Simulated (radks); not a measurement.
Values are calculated unless marked as measured or tabulated.
Q: These are the eigenvalues of the occupied orbitals of an atom or ion with whole-number occupations (hartree). Level of theory: non-relativistic Kohn-Sham, r2SCAN, spin-polarised, spherical densities, point nucleus; meta-GGA in the generalised Kohn-Sham scheme (a radial shooting solver on a logarithmic mesh with Libxc functionals).

1s down: -47.24533
1s up: -47.24533
2s down: -3.72959
2s up: -3.72958
2p down: -2.45815
2p up: -2.45815
7f up: -0.03455

Which element is it, and in what charge state? The configuration may be excited. Open shells, if any, are filled with parallel spins first.

A: Z = 12, magnesium, charge +1: Mg+ in [Ne] 7f1. The list shows which subshells hold electrons but not how many an open one holds; the 1s level, -47.245 hartree, gives Z - s = 9.7 by -(Z - s)^2/2, which with screening narrows Z to a few neighbours, and the depths of the outer levels then fix element, charge and occupations together.
